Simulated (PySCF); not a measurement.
2-chloroprop-1-ene (C3H5Cl), SMILES C=C(C)Cl. Atoms are numbered in the order given.

```xyz
9

C      1.3718    -0.9642     0.0000
C      0.1333    -0.4420     0.0000
C     -1.1578    -1.2004     0.0000
Cl    -0.0794     1.3057     0.0000
H      2.2681    -0.3289     0.0000
H      1.4997    -2.0571     0.0000
H     -1.7657    -0.9404     0.8914
H     -0.9708    -2.2915     0.0000
H     -1.7657    -0.9404    -0.8914
```
Charge 0, spin multiplicity 1.

The structure is a stationary point at PBE-D3(BJ)/def2-SVP.

Calculation: PBE/def2-TZVP (PySCF).

Gas-phase values at a fixed geometry.

```
Quantity                                                                                                       Result
---------------------------------------------------------------------------------------------  ----------------------
total energy                                                                                       -577.21506 hartree
point group                                                                                                        Cs
highest occupied level                                                                                       -6.13 eV
lowest empty level                                                                                           -1.14 eV
orbital gap                                                                                                   4.99 eV
dipole moment                                                                                                  1.55 D
quadrupole, principal values (traceless, Buckingham form, about the centre of nuclear charge)   -3.09, 0.81, 2.28 D·Å
mean static polarisability                                                                       51.2 bohr³ (7.58 Å³)
polarisability, principal values                                                               35.0, 53.9, 64.6 bohr³
```
